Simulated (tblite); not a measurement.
Compound: C7H9NS.
Bonds: S1–C2, C2–C3, C3–C4, C4–C5 (aromatic), C5–C6 (aromatic), C6–N7 (aromatic), N7–C8 (aromatic), C8–C9 (aromatic), C4–C9 (aromatic). Hydrogens: H10 on S1; H11, H12 on C2; H13, H14 on C3; H15 on C5; H16 on C6; H17 on C8; H18 on C9.

A start from a force field or distance geometry was refined with tblite, GFN2-xTB geometry optimisation, gas phase. Values at the start:

| coordinate | start |
| --- | --- |
| S1–C2 | 1.816 Å |
| S1–H10 | 1.335 Å |
| C2–C3 | 1.534 Å |
| C2–H11 | 1.091 Å |
| C3–C4 | 1.497 Å |
| C3–H13 | 1.089 Å |
| C4–C5 | 1.412 Å |
| C5–C6 | 1.379 Å |
| C5–H15 | 1.076 Å |
| C6–N7 | 1.355 Å |
| C6–H16 | 1.094 Å |
| S1–C2–C3 | 113.0° |
| C2–C3–C4 | 115.2° |
| C3–C4–C5 | 120.3° |
| C4–C5–C6 | 118.4° |
| C5–C4–C9 | 117.8° |
| C5–C6–N7 | 124.1° |
| C6–N7–C8 | 116.8° |

Problem. How do these coordinates change at the GFN2-xTB level?

Solution. 
| coordinate | GFN2-xTB (Å or °) | change |
| --- | --- | --- |
| C6–N7 | 1.322 | -0.033 |
| C4–C5 | 1.392 | -0.020 |
| S1–C2 | 1.828 | +0.012 |
| C6–H16 | 1.082 | -0.012 |
| C5–C6 | 1.385 | +0.006 |
| C2–C3 | 1.528 | -0.006 |
| C3–H13 | 1.093 | +0.004 |
| C5–H15 | 1.080 | +0.004 |
| C3–C4 | 1.501 | +0.004 |
| S1–H10 | 1.332 | -0.003 |
| C2–H11 | 1.089 | -0.002 |
| C2–C3–C4 | 111.1 | -4.1 |
| C6–N7–C8 | 117.9 | +1.1 |
| C5–C6–N7 | 123.4 | -0.7 |
| C4–C5–C6 | 118.9 | +0.5 |
| S1–C2–C3 | 112.7 | -0.3 |
| C3–C4–C5 | 120.6 | +0.3 |
| C5–C4–C9 | 117.6 | -0.2 |

The energy falls by 9.1 kJ/mol over 40 L-BFGS steps, the largest force on an atom goes from 1.45 to 0.010 eV/Å, and the atoms move by 0.077 Å rms after alignment. The bond that changes most is C6–N7 (aromatic CH next to a ring nitrogen to pyridine-type nitrogen), which shortens by 0.033 Å. Bonds longer at the end by more than 0.005 Å: 2 of 18; shorter: 8. Rotational constants go from 2832, 804.7, 739.9 to 2787, 846.2, 773.3 MHz.

Its GFN2-xTB frequencies are all real (lowest 37 cm⁻¹). The numbers are those of one conformer.

The values belong to the conformer `[SH:1][CH2:2][CH2:3][c:4]1[cH:5][cH:6][n:7][cH:8][cH:9]1`: S1–C2–C3–C4 68°, C2–C3–C4–C5 72°, H–S1–C2–C3 -63°.

All values are computed, not measured.
